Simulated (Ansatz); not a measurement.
Relaxation of CH₄AlBrS (8 atoms, charge 0, multiplicity 1), to a largest force component of 0.03 eV/Å in at most 50 steps.

Computed with Ansatz, RKS PBE0-D4/def2-SVP.

```xyz
8
Properties=species:S:1:pos:R:3
Al -0.788 0.515 0.121
Br 0.364 -1.723 -2.598
S -2.394 0.704 -1.086
H -0.907 -0.969 -2.514
C 0.709 0.385 1.336
H 1.271 -0.545 1.169
H 0.352 0.398 2.377
H 1.393 1.236 1.197
```

Task: Where does it end, and by what steps?

Result: The forces met the threshold. The force dipped under the threshold on the way, but the program's further checks kept it going. After 23 steps the energy has fallen by 2.391 eV; H4 moved furthest, 1.51 Å. Parted: Br2–H4. Joined: Al1–Br2, S3–H4.

```csv
step,energy less start (eV),largest force component (eV/Å),accepted
0,0.0000,0.753,yes
1,-0.0745,0.271,yes
2,-0.1161,0.679,yes
3,-0.1795,0.970,yes
4,-0.3251,1.674,yes
5,-0.4953,1.767,yes
6,-0.7390,2.017,yes
7,-1.3817,1.608,yes
8,-1.6917,2.280,yes
9,-2.0355,1.446,yes
10,-2.2002,1.140,yes
11,-2.3011,0.863,yes
12,-2.3735,0.323,yes
13,-2.2730,0.894,no
14,-2.3859,0.092,yes
15,-2.3889,0.091,yes
16,-2.3901,0.007,yes
17,-2.3904,0.036,yes
18,-2.3906,0.046,yes
19,-2.3908,0.051,yes
20,-2.3909,0.054,yes
21,-2.3911,0.063,yes
22,-2.3913,0.045,yes
23,-2.3915,0.009,yes
```

```xyz
8
Properties=species:S:1:pos:R:3
Al -0.112 -0.195 -0.504
Br 1.027 -1.331 -2.098
S -2.172 0.359 -0.959
H -2.159 -0.195 -2.192
C 0.718 0.270 1.183
H 1.137 -0.623 1.675
H 0.006 0.746 1.875
H 1.555 0.969 1.020
```

Time of the run: 85 s on 2 threads of Arm Neoverse V1, on a shared host, peak memory 0.23 GiB.
